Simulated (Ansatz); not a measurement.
CH₆Cl₂GaP, SMILES `[CH3][Ga-]([PH3+])([Cl])[Cl]`, relaxed with RKS PBE-D4/def2-SVP in Ansatz from a rough embedded geometry. The force threshold is 0.03 eV/Å; the program also tests the step.

The species carries charge 0 and has multiplicity 1.

Start:

```xyz
11

C    -0.595    1.612    0.077
Ga    0.760    0.218    0.217
P    -0.207   -1.745   -0.348
Cl    2.409    0.574   -1.126
Cl    1.549    0.097    2.282
H    -1.439    1.467    0.810
H    -0.994    1.707   -0.927
H    -0.131    2.614    0.403
H    -1.622   -1.558   -0.656
H    -0.150   -2.670    0.738
H     0.420   -2.317   -1.470
```

(1) By how much does the energy fall, and how many steps does the optimiser take? (Best estimate.)

(2) Which bonds change most? (Best estimate.)

(3) Give the relaxed structure. (An estimate is asked.)

Answers

(1) The calculation gave: 15.42 kcal/mol, in 5 steps, 1 of them rejected.

(2) Computed: Ga2–P3 from 2.260 to 2.608 Å; C1–H8 from 1.152 to 1.108 Å; Ga2–Cl4 from 2.156 to 2.196 Å; P3–H9 from 1.460 to 1.433 Å.

(3) The calculation gave: 
```xyz
11

C    -0.614    1.823    0.122
Ga    0.857    0.534    0.298
P    -0.205   -1.762   -0.332
Cl    2.455    0.469   -1.207
Cl    1.532   -0.117    2.287
H    -1.454    1.547    0.788
H    -0.967    1.859   -0.928
H    -0.254    2.832    0.408
H    -1.588   -1.920   -0.671
H    -0.120   -2.782    0.666
H     0.359   -2.483   -1.429
```
